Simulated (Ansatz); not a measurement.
Two isomers of CH7BSSi: A = `BS[SiH2]C`, B = `BC[SiH2]S`.

Isolated molecules relaxed with PBE0-D4/def2-TZVP in Ansatz; ΔE leaves out vibrations. CCSD(T)/CBS adds triple-zeta CCSD(T) − MP2 to the extrapolated MP2 energy (def2 sets, frozen cores). DFT in def2-TZVPP. B3LYP here is the variant with VWN-RPA as its local correlation; programs differ in this. One conformer a species, not always the lowest.

**Question.** Which isomer does CCSD(T)/CBS put lower? Give the gap. (Estimate.)

**Answer.** Computed: A, by 18.2 kcal/mol.

**Question.** Give E(B) − E(A) in kcal/mol with CCSD(T)/def2-SVP, CCSD/def2-TZVPP, B3LYP, LDA (SPW92), B3LYP-D4, MP2/def2-TZVPP, ωB97M-V. (Estimate.)

**Answer.** Computed: CCSD(T)/def2-SVP 19.9, CCSD/def2-TZVPP 17.7, B3LYP 18.2, LDA (SPW92) 18.6, B3LYP-D4 18.3, MP2/def2-TZVPP 18.7, ωB97M-V 17.6. None reverses the order clearly.

**Question.** Does the order hold for the free energy at 298.15 K (harmonic terms from PBE0-D4)? (Best estimate.)

**Answer.** The calculation gave: Yes: G(B) − G(A) = +16.6 kcal/mol, for one conformer each. Modes under 60 cm⁻¹, often nearly free rotors, make the harmonic entropy too high.

Largest T1 diagnostic: 0.013.

At CCSD(T), def2-SVP lies +1.7 kcal/mol from the extrapolated value and def2-TZVPP −0.0 kcal/mol. From BLYP to BHLYP (50 % exact exchange), in def2-TZVPP and without D4, E(B) − E(A) moves by −0.7 kcal/mol.
